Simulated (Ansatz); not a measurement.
A structure relaxed at PBE0-D4/def2-TZVP, charge 0, multiplicity 1:

| atom | x (Å) | y (Å) | z (Å) |
| --- | --- | --- | --- |
| C1 | -0.8190 | -0.5799 | 0.2314 |
| Ga2 | 0.7195 | 0.5288 | -0.2096 |
| Br3 | 2.7828 | -0.3606 | -0.6275 |
| Br4 | 0.6207 | 2.8073 | -0.3462 |
| H5 | -1.7194 | 0.0287 | 0.3023 |
| H6 | -0.9463 | -1.3452 | -0.5356 |
| H7 | -0.6384 | -1.0790 | 1.1852 |

Problem. Give its formula and SMILES.

Solution. CH3Br2Ga, `[CH3][Ga]([Br])[Br]`.

Problem. Summarise the bond lengths by kind.

Solution. 1 × C–Ga 1.947 Å; 3 × C–H 1.089 to 1.092 Å; 2 × Br–Ga 2.285 Å.

All numbers were calculated with Ansatz.
